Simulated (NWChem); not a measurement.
Molecule: BClF2; SMILES FB(F)Cl

```xyz
4

B     -0.0029    -0.4474     0.0000
F      0.0006    -1.1108    -1.1364
F      0.0006    -1.1108     1.1364
Cl     0.0002     1.3077     0.0000
```
Atoms are numbered in this order, from 1.

Coordinates come from a B3LYP/6-31G* (spherical d) optimisation.

Symmetry labels are those of Cs in the frame above (b1 and b2, or b-type labels, depend on it).

Problem. List the 6 lowest vertical singlet excitations from Hartree-Fock/def2-SVP, TDHF (NWChem).

Solution. 
| state | energy (eV) | oscillator strength | symmetry | leading excitation (squared amplitude) |
|---|---|---|---|---|
| S1 | 9.98 | 0.000 | a" | HOMO → LUMO (0.98) |
| S2 | 10.78 | 0.092 | a' | HOMO−1 → LUMO (0.93) |
| S3 | 11.41 | 0.033 | a" | HOMO → LUMO+1 (0.78) |
| S4 | 11.56 | 0.057 | a' | HOMO−1 → LUMO+1 (0.64) |
| S5 | 11.82 | 0.002 | a' | HOMO−2 → LUMO (0.78) |
| S6 | 13.37 | 0.000 | a" | HOMO−3 → LUMO (0.96) |
